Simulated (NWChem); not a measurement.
System: BaBrCl; SMILES [Ba]([Br])[Cl]

The following NWChem deck was run.

```
start job
memory heap 200 mb stack 900 mb global 1100 mb
geometry units angstroms noautoz
  Ba     0.354421     0.515728     0.000000
  Cl    -1.425190     2.615580     0.000000
  Br    -0.075884    -2.393159     0.000000
end
basis spherical
  * library def2-svp
end
ecp
  Ba library def2-ecp
end
dft
  xc xpbe96 cpbe96
  iterations 150
  vectors input atomic output neutral.movecs
end
task dft energy
charge 1
dft
  odft
  mult 2
  vectors input atomic output cation.movecs
end
task dft energy
```

The geometry was optimised at PBE0/def2-SVP. Not confirmed as a minimum by frequencies. def2 effective core potentials on Ba; no spin-orbit coupling.

Ions are spin-unrestricted doublets at the neutral geometry; other ion states weren't tried.

Task: What results follow from this input? (PBE/def2-SVP with def2 effective core potentials on Ba, vertical spin-unrestricted ions.) Quantities: vertical ionisation energy, ΔSCF (eV); −ε(HOMO) (eV).

Result: 
```
Item                                   Result
-------------------------------------  ------
vertical ionisation energy, ΔSCF (eV)    8.78
−ε(HOMO) (eV)                            5.88
```
